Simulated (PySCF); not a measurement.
F3In, SMILES [F][In]([F])[F] (connectivity only; charge and spin as stated), charge -1, multiplicity 2. Geometry optimised at B3LYP-D3(BJ)/def2-SVPD. The spin state was assumed, not searched. The isomer is the one that the SMILES or the coordinates give; other isomers of the formula were not compared. The def2 effective core potentials stand for the cores of In; spin–orbit coupling is left out.

Level of theory: B3LYP-D3(BJ)/def2-SVPD run with PySCF.

Harmonic wavenumbers (cm⁻¹): 123, 123, 148, 454, 458, 458. Rotational constants (GHz): 3.974, 3.974, 2.408; symmetry number 3.

Task: Work out the zero-point energy and the ideal-gas rigid-rotor harmonic-oscillator thermochemistry at 298.15 K and 1 atm.

Result: ZPE = ½ Σ hcν = ½ × 1763 cm⁻¹ = 2.52 kcal/mol. H − E(el) = 6.65 kcal/mol. Entropy in cal/(mol K): translation 41.33, rotation 24.36, vibration 11.15, spin 1.38, total 78.21. G − E(el) = -16.67 kcal/mol. Cp = 17.75 cal/(mol K). Modes under 150 cm⁻¹ make the vibrational entropy uncertain.
